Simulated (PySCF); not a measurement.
Al(Me)(F)2 cation (CH3AlF2), SMILES [CH3][Al]([F])[F] (connectivity only; charge and spin as stated), charge +1, multiplicity 2. Atoms are numbered in the order given.

```xyz
7

Al    -0.0077     0.3090     0.0000
C      0.0033    -1.8905     0.0000
H      1.1087    -1.8563     0.0000
H     -0.5079    -2.1016    -0.9500
H     -0.5079    -2.1016     0.9500
F     -0.0007     0.7436    -1.5706
F     -0.0007     0.7436     1.5706
```
Charge +1, spin multiplicity 2.

Geometry optimised at TPSSh-D3(BJ)/def2-SVP. The spin state was assumed, not searched. The isomer is the one that the SMILES or the coordinates give; other isomers of the formula were not compared.

The numbers are results of PBE/pcH-1 (PySCF), not measurements.

Unrestricted Kohn–Sham, ⟨S²⟩ = 0.752. Hyperfine tensors hold the contact and dipolar terms, without spin-orbit corrections.

Computed hyperfine couplings:
| nucleus | A(iso) (MHz) | A(iso) (G) | dipolar principal values (MHz) |
|---|---|---|---|
| 27Al no. 1 | 253.1 | 90.3 | -18.8, -18.5, 37.2 |
| 13C no. 2 | 48.2 | 17.2 | -61.7, -61.5, 123.2 |
| 1H no. 3 | 1.8 | 0.7 | -30.3, -4.8, 35.1 |
| 1H no. 4 | -24.8 | -8.9 | -29.2, -3.5, 32.7 |
| 1H no. 5 | -24.8 | -8.9 | -29.2, -3.5, 32.7 |
| 19F no. 6 | 20.2 | 7.2 | -122.0, -121.7, 243.8 |
| 19F no. 7 | 20.2 | 7.2 | -122.0, -121.8, 243.8 |

Task: And the g tensor (effective nuclear charges for spin-orbit coupling, GIAO)? (An estimate is asked for; the answer gives what the named calculation found.)

Result: principal values 2.0014, 2.0024, 2.0040; isotropic 2.0026.
